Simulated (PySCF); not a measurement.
Species, as SMILES: F[C]F (closed-shell singlet).
Geometry (B3LYP-D3(BJ)/def2-TZVP, fixed):
```xyz
3

F     -1.0201    -0.2528     0.0305
C     -0.0313     0.5961     0.0011
F      1.0410    -0.1446    -0.0312
```

Basis-set convergence of the mean static polarisability at PBE with PySCF. All functions are spherical. Density fitting with generated auxiliary sets. No added dispersion term, no relativity. Reference: the value in d-aug-cc-pVTZ, 17.97 bohr³, itself unsure by roughly 0.3 % (its mean distance from aug-pcseg-3, aug-cc-pVQZ, aug-pcseg-2). Deviations are taken from unrounded values. Cost is core time over that of def2-SVPD, rough, on shared machines of one kind.

```json
[
 {"basis": "def2-SVP", "functions": "42", "cost": "0.6×"},
 {"basis": "def2-SVPD", "functions": "66", "cost": "1×"},
 {"basis": "def2-TZVPP", "functions": "93", "cost": "2×"},
 {"basis": "d-aug-cc-pVDZ", "functions": "96", "cost": "2×"},
 {"basis": "def2-TZVPPD", "functions": "117", "cost": "3×"},
 {"basis": "def2-QZVPP", "functions": "171", "cost": "5×"},
 {"basis": "d-aug-cc-pVTZ", "functions": "186", "cost": "5×"},
 {"basis": "def2-QZVPPD", "functions": "195", "cost": "7×"}
]
```

### Question
Which is the smallest set listed that can be trusted to 2 % here, that is, within that of the reference together with its larger relatives (same family, alike in diffuse functions; a set with none to test it counts only in the reference's own line)?

### Answer
The smallest set listed that lies within 2 % of the reference with all its larger relatives (same family, alike in diffuse functions; a set with none counts only in the reference's own line) is d-aug-cc-pVDZ (96 functions, 2× in cost, -0.2 % off). Value minus reference over the reference: def2-SVP -33.4, def2-SVPD -4.1, def2-TZVPP -14.6, d-aug-cc-pVDZ -0.2, def2-TZVPPD -1.0, def2-QZVPP -8.9, d-aug-cc-pVTZ 0.0, def2-QZVPPD -0.5 %.
